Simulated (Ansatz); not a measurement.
CrO4 (SMILES [O]=[Cr-2](=[O])(=[O])=[O]), charge -2, singlet, at a GFN2-xTB geometry (such geometries of metal compounds can be far from the true shape) (a gas-phase anion, which may not be bound at this level). Base run: HF/6-31G* run with Ansatz (a quantum-chemistry and plane-wave program).

Here is a job for Ansatz.
Ansatz 0.2 input:
```yaml
crystal:
  periodic: [false, false, false]
  atoms:
    - {symbol: Cr, position_ang: [0.00000000, 0.00000000, -0.00000000]}
    - {symbol: O, position_ang: [1.11911804, 0.63621091, -1.00629935]}
    - {symbol: O, position_ang: [0.74912909, -0.80537194, 1.20830855]}
    - {symbol: O, position_ang: [-0.95622851, -1.03167988, -0.83131917]}
    - {symbol: O, position_ang: [-0.91201863, 1.20084091, 0.62930997]}
basis:
  gaussian:
    orbitals: 6-31G*
hamiltonian:
  xc: hf
total_charge: -2
```

The base run was repeated with changes; each row names its change, and settings that it needs were set with it.

| change | basis functions | E (Eh) |
|---|---|---|
| base | 96 | -1342.29489 |
| basis = x2c-TZVPall; relativity = spin-free X2C | 172 | -1349.08558 |
| basis = jorge-DZP-DKH; relativity = spin-free X2C | 103 | -1348.96359 |
| basis = jorge-DZP-DKH; relativity = spin-free X2C; nucleus = Gaussian | 103 | -1348.96092 |
| basis = x2c-TZVPall; relativity = none | 172 | -1340.64620 |
| basis = x2c-SVPall; relativity = none | 92 | -1340.35283 |
| basis = x2c-SVPall; relativity = spin-free X2C | 92 | -1348.49159 |
| basis = x2c-TZVPall; relativity = spin-free X2C; nucleus = Gaussian | 172 | -1349.08298 |
| basis = x2c-SVPall; relativity = spin-free X2C; nucleus = Gaussian | 92 | -1348.48915 |
| basis = jorge-DZP-DKH; relativity = none | 103 | -1340.99705 |

Total energies compare only within one method and basis.

Ansatz warned in this series: the basis is contracted for relativity, which the run leaves out.

A gas-phase anion may not be bound at this level; its values then depend on the basis.

Basis sets contracted for a relativistic Hamiltonian are a mismatch without it, so the rows without relativity aren't non-relativistic limits. No row has spin-orbit coupling; sets with core potentials leave out the core electrons.
